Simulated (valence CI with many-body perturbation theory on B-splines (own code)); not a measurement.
Values are calculated unless marked as measured or tabulated.
# Hyperfine factors and g values of Sb XXVIII

Level of theory: relativistic CI+MBPT: six valence electrons over a frozen Dirac-Fock core [Ar], radial functions for each j: 7 s, 7 p, 8 d, 6 f, 4 g, 1 h, with the one-electron correlation potential Σ1 (screened to all orders), the two-electron term Σ2, the three-electron term Σ3, Breit, model QED; selected single and double excitations, second order for the rest, scaled by the run's own slope (own B-spline code, finite nucleus).

No measured spectrum was set against this ion. As an estimate, large intervals hold to a few tenths of a per cent, small ones and those within an open d or f shell to about a per cent. Core correlation moves these levels by up to 10000 cm⁻¹, and in measured spectra 5 to 20 % of such shifts remained as error; rates that hang on mixing are uncertain with them. Among the levels kept, up to 940 cm⁻¹ of a level comes from second order outside the variational space, and about a tenth of that is noise between levels of different J, which matters for small intervals. Only levels of the ground parity were solved; by the run's estimate the other parity begins above the list, which can be wrong where configurations are misplaced.

A/g_I is the dipole constant over the nuclear g factor μ/I (μ in nuclear magnetons, uniformly magnetised nucleus), B/Q the quadrupole constant per barn. Both hold the static response of the core; the bare values leave it out. Large factors of s and p1/2 electrons are usually good to 5 to 10 %; those of open d and f shells near neutrality can be off by tens of per cent, and small factors of p3/2, d and f electrons come from cancelling terms and can be off by a factor of two or in sign, in half-filled shells by more. B is blank for J = 1/2, where it vanishes, and for nearly pure S terms. Energies count from the lowest level. Levels with J = 0 are left out.

Names give the largest LS component (configuration and term), which can be under half, so a name can repeat, a term be missing and a line seem to break the LS rules; names also repeat where a configuration has a term twice. Letters in brackets count levels of one name in rising energy.

| Level | E (cm⁻¹) | g | A/g_I (MHz) | A/g_I bare | B/Q (MHz/b) | B/Q bare |
| --- | --- | --- | --- | --- | --- | --- |
| 3d6 5D_4 | 0 | 1.403 | 7740 | 8220 | 17700 | 18000 |
| 3d6 5D_2 [a] | 34168 | 1.409 | 7690 | 8180 | -5420 | -5510 |
| 3d6 5D_3 | 56780 | 1.449 | 4870 | 5410 | 3340 | 3410 |
| 3d6 5D_1 | 75901 | 1.443 | 6560 | 7090 | -6140 | -6260 |
| 3d6 3H_4 [a] | 95097 | 1.086 | 10600 | 10700 | 11500 | 11700 |
| 3d6 3H_6 | 123200 | 1.129 | 12800 | 13000 | -12600 | -12900 |
| 3d6 3G_5 | 123470 | 1.117 | 11700 | 11900 | 6090 | 6220 |
| 3d6 5D_2 [b] | 142720 | 1.157 | 8350 | 8580 | -10300 | -10500 |
| 3d6 3F_3 [a] | 148220 | 1.012 | 14700 | 14700 | 9410 | 9590 |
| 3d6 3F_2 [a] | 153850 | 1.103 | 12200 | 12400 | -2930 | -2990 |
| 3d6 3H_4 [b] | 186210 | 0.987 | 13400 | 13500 | -2450 | -2490 |
| 3d6 3D_1 | 196590 | 0.818 | 14200 | 14100 | 7210 | 7360 |
| 3d6 3G_4 | 198480 | 1.096 | 14000 | 14200 | -691 | -703 |
| 3d6 3D_2 | 198750 | 1.161 | 11000 | 11200 | 14800 | 15200 |
| 3d6 3H_5 | 207900 | 1.108 | 13100 | 13200 | -10500 | -10700 |
| 3d6 3D_3 | 216900 | 1.268 | 8360 | 8700 | -11200 | -11400 |
| 3d6 3G_3 | 227270 | 0.944 | 16000 | 16000 | -3150 | -3220 |
| 3d6 1I_6 | 229640 | 1.030 | 14400 | 14500 | -17500 | -17900 |
| 3d6 1F_3 | 239760 | 0.988 | 15200 | 15200 | -13800 | -14000 |
| 3d6 3P_1 [a] | 258530 | 1.264 | 8120 | 8460 | 558 | 568 |
| 3d6 1G_4 [a] | 271800 | 1.036 | 14900 | 15000 | 3360 | 3440 |
| 3d6 1D_2 [a] | 272890 | 1.047 | 13700 | 13900 | -7380 | -7540 |
| 3d6 3P_1 [b] | 297130 | 1.461 | 1720 | 2270 | -5090 | -5190 |
| 3d6 3F_4 | 321690 | 1.180 | 11400 | 11700 | -20800 | -21200 |
| 3d6 3F_2 [b] | 323280 | 0.740 | 20600 | 20300 | -8940 | -9120 |
| 3d6 1G_4 [b] | 370640 | 1.033 | 13500 | 13600 | -12900 | -13100 |
| 3d6 3P_2 | 375730 | 1.349 | 8440 | 8860 | -18400 | -18800 |
| 3d6 3F_3 [b] | 379250 | 1.064 | 13500 | 13600 | -20800 | -21200 |
| 3d6 1D_2 [b] | 440710 | 1.001 | 14900 | 14900 | 21800 | 22300 |

Task: Take the isotope of mass number 123, with I = 7/2, μ = 2.5457 μN and Q = -0.692 b. What is the hyperfine structure of 3d6 3H_6?

Result: From the table A = 9290 MHz, B = 8730 MHz. Shifts from the centre of gravity in MHz: F = 5/2: -224000, F = 7/2: -193000, F = 9/2: -153000, F = 11/2: -103000, F = 13/2: -43700, F = 15/2: 25900, F = 17/2: 106000, F = 19/2: 197000.
